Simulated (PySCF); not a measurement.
SMILES O=C(O)C[SiH2]O[SiH3], GFN2-xTB optimised geometry.

```
15

O      2.89    -1.63     0.93
C      2.16    -1.63    -0.02
O      2.65    -1.60    -1.28
C      0.68    -1.60     0.00
Si     0.15     0.24     0.00
O     -1.46     0.24     0.00
Si    -3.04     0.65     0.00
H      3.62    -1.58    -1.26
H      0.28    -2.10    -0.88
H      0.32    -2.09     0.90
H      0.60     0.89    -1.23
H      0.61     0.91     1.21
H     -3.57     0.17     1.27
H     -3.12     2.10    -0.13
H     -3.62    -0.04    -1.15
```

Density from PBE/def2-TZVP (PySCF) at that geometry.

Minimum of the electron density along straight lines between bonded atoms, close to the bond critical point (lines longer than 1.1 times the sum of covalent radii, or with two minima, are not listed):

```tsv
bond	length / Å	ρ at the minimum / e bohr⁻³	∇²ρ there / e bohr⁻⁵	position (fraction from the first atom)
O1–C2	1.204	?	-0.26	0.66
C2–O3	1.348	?	-0.68	0.35
C2–C4	1.478	0.268	-0.69	0.52
C4–Si5	1.914	?	0.12	0.61
Si5–O6	1.613	0.141	0.96	0.42
O6–Si7	1.624	0.137	0.90	0.58
O3–H8	0.970	0.353	-2.38	0.80
C4–H9	1.087	0.275	-0.91	0.64
C4–H10	1.087	0.275	-0.92	0.64
Si5–H11	1.462	0.128	0.15	0.50
Si5–H12	1.460	0.128	0.16	0.50
Si7–H13	1.460	0.127	0.17	0.50
Si7–H14	1.461	0.127	0.16	0.50
Si7–H15	1.461	0.127	0.16	0.50
```

### Question
Some entries are withheld; supply them.

### Answer

- O1–C2, ρ at the minimum / e bohr⁻³: 0.431
- C2–O3, ρ at the minimum / e bohr⁻³: 0.306
- C4–Si5, ρ at the minimum / e bohr⁻³: 0.113
